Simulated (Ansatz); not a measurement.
The cluster YSi6. The state is a quartet with charge 0. Geometry PBE-D4/def2-SVP; atoms count from 1.

```xyz
7

Y    -1.487   -1.611   -0.873
Si    0.852    0.649    1.163
Si   -0.913    1.169   -0.608
Si   -1.441   -0.201    1.471
Si    1.316    2.060   -0.759
Si    1.014   -0.284   -1.209
Si    0.659   -1.784    0.816
```

In the def2 sets Y takes a core potential; there is no spin–orbit coupling. At PBE0-D4/def2-TZVP a doublet of charge 0 lies 0.65 eV below the quartet, each at its own geometry. Another isomer (doublet) lies 0.07 eV lower at r2SCAN-D4/def2-TZVP.

Estimate the Mulliken populations from the PBE0/def2-TZVP orbitals of Ansatz.


```json
{"atom": "Y1", "charge (e)": "0.50", "spin (α − β)": "0.82", "d electrons": "1.53"}
{"atom": "Si2", "charge (e)": "0.01", "spin (α − β)": "0.02", "d electrons": "–"}
{"atom": "Si3", "charge (e)": "-0.07", "spin (α − β)": "0.35", "d electrons": "–"}
{"atom": "Si4", "charge (e)": "-0.13", "spin (α − β)": "0.57", "d electrons": "–"}
{"atom": "Si5", "charge (e)": "-0.11", "spin (α − β)": "0.32", "d electrons": "–"}
{"atom": "Si6", "charge (e)": "-0.07", "spin (α − β)": "0.35", "d electrons": "–"}
{"atom": "Si7", "charge (e)": "-0.13", "spin (α − β)": "0.57", "d electrons": "–"}
```
Mulliken values and Mayer orders depend strongly on the basis.

Where does the spin sit?

Summed by element: Y 0.82, Si 2.18, of 3 unpaired in all. Largest on single atoms: Y1 0.82, Si4 0.57, Si7 0.57.

And the Mayer bond orders between bonded heavy atoms (over 0.3)?

Y1–Si3 0.67 (2.85 Å); Y1–Si4 0.90 (2.74 Å); Y1–Si6 0.67 (2.85 Å); Y1–Si7 0.90 (2.74 Å); Si2–Si3 0.52 (2.55 Å); Si2–Si4 0.70 (2.47 Å); Si2–Si5 0.78 (2.43 Å); Si2–Si6 0.52 (2.55 Å); Si2–Si7 0.70 (2.47 Å); Si3–Si4 0.65 (2.55 Å); Si3–Si5 0.83 (2.41 Å); Si3–Si6 0.60 (2.49 Å); Si5–Si6 0.83 (2.41 Å); Si6–Si7 0.65 (2.55 Å). Values over 0.3 also appear between atoms too far apart for a bond (Si4–Si7 0.50 at 2.71 Å); they arise where an orbital or an unpaired electron spreads over both atoms.
